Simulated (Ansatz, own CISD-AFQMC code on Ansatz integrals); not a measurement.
C2H4N2, SMILES `CN=C=N` (charge 0, multiplicity 1).

Cartesian coordinates (Å):
SMILES: C(=N)=NC
```xyz
8

C     -1.2344    -0.3599     0.3136
N      0.1623    -0.6606     0.0685
C      1.1281     0.0587     0.1728
N      2.1758     0.6602     0.3814
H     -1.3883     0.6587     0.6767
H     -1.6241    -1.0620     1.0512
H     -1.8001    -0.4986    -0.6085
H      2.5806     1.2036    -0.3701
```
Charge 0, spin multiplicity 1.

Frozen-core correlation energies in cc-pVDZ at a geometry from B3LYP-D3(BJ)/def2-TZVP, on an HF energy of -186.94140 Ha (<S^2> = 0.00). Wave-function levels are from Ansatz, the walk from an own CISD-AFQMC code on Ansatz integrals (time step 0.005/Ha, trial state from CCSD amplitudes, largest double 0.04).

| level | correlation energy (mHa) |
|---|---|
| MP2 | -589.6 |
| CCSD | -615.1 |
| CCSD(T) | -639.1 |

**Question.** What correlation energy does phaseless AFQMC give, and where does it lie among these levels?

**Answer.** -641.0 ± 0.4 mHa (one standard error). AFQMC minus each level: MP2 -51.4 mHa, CCSD -25.9 mHa, CCSD(T) -1.9 mHa.
